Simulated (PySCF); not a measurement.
**Core-level binding energies of `CN1C=CN(C)P1(P)=S`**

Compound: C4H10N2P2S.
Atom-mapped SMILES: `[CH3:1][N:2]1[CH:3]=[CH:4][N:5]([CH3:6])[P:7]1([PH2:8])=[S:9]`

Cartesian coordinates in Å at the PBE0-D3(BJ)/def2-SVP level; atoms count from 1:
```
atom  x, y, z in Å
C1     2.465    0.949   -0.023
N2     1.283    0.131   -0.043
C3     1.250   -1.204   -0.465
C4     0.046   -1.775   -0.276
N5    -0.878   -0.895    0.302
C6    -2.225   -1.247    0.660
P7    -0.264    0.686    0.375
P8    -1.041    1.684   -1.492
S9    -0.508    1.734    1.983
H10    2.751    1.310   -1.027
H11    3.313    0.390    0.405
H12    2.283    1.819    0.626
H13    2.147   -1.671   -0.868
H14   -0.242   -2.801   -0.494
H15   -2.619   -0.486    1.349
H16   -2.242   -2.213    1.190
H17   -2.896   -1.315   -0.216
H18   -2.258    2.057   -0.843
H19   -0.409    2.919   -1.149
```

Theory: delta-SCF UKS SCAN, pcX-2 on the ionised atom, pcseg-1 elsewhere, spin-free X2C in PySCF. Each binding energy is the total energy of the core-ionised species, with the hole localised on one atom, minus that of the ground state; both are solved self-consistently, so orbital relaxation is included.

Problem. List the computed XPS lines with their assignment.

Solution. 
| atom(s) | bonded to | level | binding energy (eV) | 2p1/2 (eV) | above the level's lowest (eV) | count |
| --- | --- | --- | --- | --- | --- | --- |
| P8 | 2 H and P | P 2p3/2 | 136.01 | 136.90 | 0.00 | 1 |
| P7 | 2 N, S (double bond) and P | P 2p3/2 | 138.20 | 139.09 | +2.19 | 1 |
| C3/C4 | N, C (double bond) and H | C 1s | 290.78 | – | 0.00 | 2 |
| C1/C6 | N and 3 H | C 1s | 291.96 | – | +1.18 | 2 |
| N2/N5 | 2 C and P | N 1s | 405.09 | – | 0.00 | 2 |
| P8 | 2 H and P | P 1s | 2149.49 | – | 0.00 | 1 |
| P7 | 2 N, S (double bond) and P | P 1s | 2152.23 | – | +2.74 | 1 |
| S9 | P (double bond) | S 1s | 2475.16 | – | 0.00 | 1 |

The listed C 1s values span 1.18 eV, from C3/C4 (bonded to N, C (double bond) and H) to C1/C6 (bonded to N and 3 H). Summing the Pauling electronegativity differences to the bonded atoms, each weighted by its formal bond order, gives +0.14 for the lowest site and -0.56 for the highest; the largest sum, +0.14, belongs to C3/C4, 1.18 eV below the top. The smallest sum, -0.56, belongs to C1/C6, 1.18 eV above the lowest.

Lowest listed P 1s: P8, bonded to 2 H and P. Highest, 2.74 eV above it: P7, bonded to 2 N, S (double bond) and P. Summing the Pauling electronegativity differences to the bonded atoms, each weighted by its formal bond order, gives +0.02 for the lowest site and +2.48 for the highest.

The listed P 2p3/2 values span 2.19 eV, from P8 (bonded to 2 H and P) to P7 (bonded to 2 N, S (double bond) and P). Summing the Pauling electronegativity differences to the bonded atoms, each weighted by its formal bond order, gives +0.02 for the lowest site and +2.48 for the highest.

Problem. Which effective nuclear charge Zeff reproduces each element's mean 1s value in the hydrogen-like formula E = 13.606 eV × Zeff²?

Solution. C (Z = 6): mean 291.4 eV, Zeff = 4.63, Z − Zeff = 1.37; N (Z = 7): mean 405.1 eV, Zeff = 5.46, Z − Zeff = 1.54; P (Z = 15): mean 2150.9 eV, Zeff = 12.57, Z − Zeff = 2.43; S (Z = 16): mean 2475.2 eV, Zeff = 13.49, Z − Zeff = 2.51. Means run over the listed sites, weighted by atom count.

Problem. Which photon wavelength matches the P 2p3/2 of P7 threshold?

Solution. λ = hc/E = 12398.42 eV Å / 138.20 eV = 89.714 Å.

Atoms equivalent by their bonding share one computed value, that of the first of them. Not every level is listed. For 2p shells one spin-free hole was relaxed; a mean-field spin–orbit operator and the ground-state splitting of the three 2p orbitals were then diagonalised within the shell. The shell's mean is (2 × 2p3/2 + 2p1/2)/3, and the degeneracies 2j + 1 give areas of 2:1. 2p1/2 minus 2p3/2 (ligand field included): P 0.89 eV. The structure is a single PBE0-D3(BJ)/def2-SVP conformer in the gas phase; no vibrational or solvent corrections.

On Intel Xeon Platinum 8488C, one thread, no GPU, shared host with 96 logical CPUs at a one-minute load of 52, this took 3.6 min wall and 0.61 GiB of memory at its peak.
